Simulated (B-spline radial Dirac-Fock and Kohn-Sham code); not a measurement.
# EELS cross sections of the Yb O2 edge

System: atomic ytterbium in the configuration [Xe] 4f14 6s2. Level of theory: the first Born approximation with generalised oscillator strengths from a Dirac-Hartree-Slater potential (longitudinal and transverse terms; continuum final states only, so no white lines or fine structure); a radial finite-basis atomic code. The edge is taken at 35.78 eV (orbital energy of the model).

The run's input, task.json:

```json
{"items": [{
  "Z": 70,
  "q": 0,
  "cfg": [[1, 0, 2], [2, 0, 2], [2, 1, 6], [3, 0, 2], [3, 1, 6], [3, 2, 10], [4, 0, 2], [4, 1, 6], [4, 2, 10], [4, 3, 14], [5, 0, 2], [5, 1, 6], [6, 0, 2]],
  "A": 174,
  "rrms": 5.3108,
  "do": "eels",
  "beams": [[60, 5], [60, 50], [60, 100], [80, 20], [80, 50], [100, 5], [100, 20], [120, 5], [120, 20], [120, 100], [200, 10], [200, 20], [200, 100], [300, 50]]
}]}
```

Command: `python xray2_run.py task.json out`

Partial cross sections σ(β, Δ) in barn, integrated over a window Δ above the edge and up to the collection semi-angle β, for parallel illumination:

```
E₀ (kV)  β (mrad)  Δ = 25 eV  Δ = 50 eV  Δ = 100 eV  Δ = 200 eV  Δ = 300 eV
     60         5     137000     149000      153000      153000      154000
     60        50          ?          ?           ?           ?           ?
     60       100     221000     260000      285000      298000      303000
     80        20     173000     199000      210000      212000      212000
     80        50     179000     211000      230000      240000      242000
    100         5     108000     119000      122000      122000      122000
    100        20     151000     174000      184000      187000      187000
    120         5     100000     110000      113000      113000      113000
    120        20     135000     156000      166000      169000      169000
    120       100     137000     160000      175000      183000      186000
    200        10      96600     109000      114000      115000      115000
    200        20     102000     119000      128000      131000      131000
    200       100     102000     119000      130000      136000      138000
    300        50      85000      99200      108000      112000      114000
```

**Question.** Give the row for 60 kV and 50 mrad.

**Answer.** 221000 b for 25 eV, 259000 b for 50 eV, 284000 b for 100 eV, 294000 b for 200 eV, 296000 b for 300 eV.

Values without a named source are computed, but for edge energies of neutral atoms, which are taken from tables.
